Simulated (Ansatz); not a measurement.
```yaml
atoms:
  - { symbol: N, position_ang: [0.0000, 0.0000, 0.0000] }
  - { symbol: N, position_ang: [0.0000, 0.0000, 1.2900] }
```

Basis set: pcseg-2 (spherical functions). Charge 0, multiplicity 3.

Computed with Ansatz (development build ahead of 0.2.0); each method stands on the lowest determinant of its kind that the runs found. Restricted functionals stand beside restricted open-shell atoms, which can lie above the unrestricted atoms usual in DFT and then raise those values.

Q: Give the atomization energy at this shape (free ground-state atoms in the same class of orbitals less the molecule, no zero-point energy) of triplet N2 by PBE (restricted open-shell), PBE0 (restricted open-shell).

A:

```tsv
method	atomization energy
PBE (restricted open-shell)	386.6 kJ/mol
PBE0 (restricted open-shell)	317.1 kJ/mol
```

The shape needn't be a minimum at these levels.
